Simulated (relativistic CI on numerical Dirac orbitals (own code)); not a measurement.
Slater and spin-orbit integrals, Sb XIII

These numbers are calculated, not measured: Dirac-Coulomb-Breit CI, KLI orbitals optimised for each configuration, a model potential for QED, unscaled Slater integrals (own radial code, finite nucleus).

Slater integrals F^k, G^k are unscaled and averaged over j, outside the closed core [Ar] 3d10; ζ comes from projecting the Hamiltonian with its Breit term on Σ l·s of the shell.

- 4s2 4p6 4d3: F^2(4d,4d) = 119000, F^4(4d,4d) = 80324, ζ(4d) = 5513.3 cm⁻¹; <r>(4d) = 0.856, <r^2>(4d) = 0.8378 (bohr units).
- 4s2 4p5 4d4: ζ(4p) = 53735, F^2(4d,4d) = 119110, F^4(4d,4d) = 80398, F^2(4p,4d) = 124180, G^1(4p,4d) = 157530, G^3(4p,4d) = 99202, ζ(4d) = 5511.6 cm⁻¹; <r>(4p) = 0.7889, <r^2>(4p) = 0.7034, <r>(4d) = 0.8549, <r^2>(4d) = 0.8359 (bohr units).
- 4s2 4p6 4d2 4f: F^2(4d,4d) = 119100, F^4(4d,4d) = 80378, ζ(4d) = 5558.7, F^2(4d,4f) = 110600, F^4(4d,4f) = 72408, G^1(4d,4f) = 130840, G^3(4d,4f) = 84146, G^5(4d,4f) = 60131, ζ(4f) = 263.57 cm⁻¹; <r>(4d) = 0.855, <r^2>(4d) = 0.8361, <r>(4f) = 0.9588, <r^2>(4f) = 1.064 (bohr units).

Give the Racah parameters of the d shell in 4s2 4p6 4d3.

B = F²/49 − 5F⁴/441 = 1518 cm⁻¹ and C = 35F⁴/441 = 6375 cm⁻¹.

Averages of the first 10 configurations, taken without configuration mixing, which lowers the lowest level and can move excited configurations by several eV; other configurations of the list can lie among them:

```json
{"Configuration": "4s2 4p6 4d3", "Parity": "even", "States": "120", "Average energy above the lowest level (eV)": "6.2"}
{"Configuration": "4s2 4p5 4d4", "Parity": "odd", "States": "1260", "Average energy above the lowest level (eV)": "85.7"}
{"Configuration": "4s2 4p6 4d2 4f", "Parity": "odd", "States": "630", "Average energy above the lowest level (eV)": "90.7"}
{"Configuration": "4s2 4p6 4d2 5s", "Parity": "even", "States": "90", "Average energy above the lowest level (eV)": "83.7"}
{"Configuration": "4s 4p6 4d4", "Parity": "even", "States": "420", "Average energy above the lowest level (eV)": "142.7"}
{"Configuration": "4s2 4p6 4d2 5p", "Parity": "odd", "States": "270", "Average energy above the lowest level (eV)": "102.6"}
{"Configuration": "4s2 4p6 4d 4f 5s", "Parity": "odd", "States": "280", "Average energy above the lowest level (eV)": "169.5"}
{"Configuration": "4s2 4p6 4d2 5d", "Parity": "even", "States": "450", "Average energy above the lowest level (eV)": "131.5"}
{"Configuration": "4s 4p6 4d3 4f", "Parity": "odd", "States": "3360", "Average energy above the lowest level (eV)": "226.4"}
{"Configuration": "4s2 4p6 4d 5s 5p", "Parity": "odd", "States": "120", "Average energy above the lowest level (eV)": "183.5"}
```
